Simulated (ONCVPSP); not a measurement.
## An odd input for ONCVPSP 4.0.1 (lithium)

Command:

```bash
oncvpsp.x < Li.dat > Li.out
```

Input:

```
# ATOM AND REFERENCE CONFIGURATION
# atsym  z   nc   nv     iexc    psfile
  Li 3.00    1    1  -001012      upf
#
#   n    l    f
    1    0    2.00
    2    0    1.00
#
# PSEUDOPOTENTIAL AND OPTIMIZATION
# lmax
    2
#
#   l,   rc,      ep,       ncon, nbas, qcut
    0    2.25    0.00    4    8    2.30
    1    1.75    0.45    4    8    5.50
    2    2.30    0.26    3    7    4.00
#
# LOCAL POTENTIAL
# lloc, lpopt,  rc(5),   dvloc0
    4    5    1.25    0.00
#
# VANDERBILT-KLEINMAN-BYLANDER PROJECTORs
# l, nproj, debl
    0    1    2.20
    1    2    0.70
    2    2    1.20
#
# MODEL CORE CHARGE
# icmod, fcfact, rcfact
    3    3.75    1.05
#
# LOG DERIVATIVE ANALYSIS
# epsh1, epsh2, depsh
   -2.00    5.00    0.02
#
# OUTPUT GRID
# rlmax, drl
    6.00    0.00
#
# TEST CONFIGURATIONS
# ncnf
    2
# nvcnf
#   n    l    f
    1
    2    0    0.50
#
    2
    2    0    0.00
    2    1    1.00
#
```

This is an input that runs to its end, with one change: drl set to zero.

Question: How does the run end?

Answer: The program refuses the input: "test_data: must have drl > 0.0".

```
ONCVPSP  (Optimized Norm-Conservinng Vanderbilt PSeudopotential)
scalar-relativistic version 4.0.1

test_data: must have drl > 0.0
ERROR: test_data found   1 ERROR; stopping
```
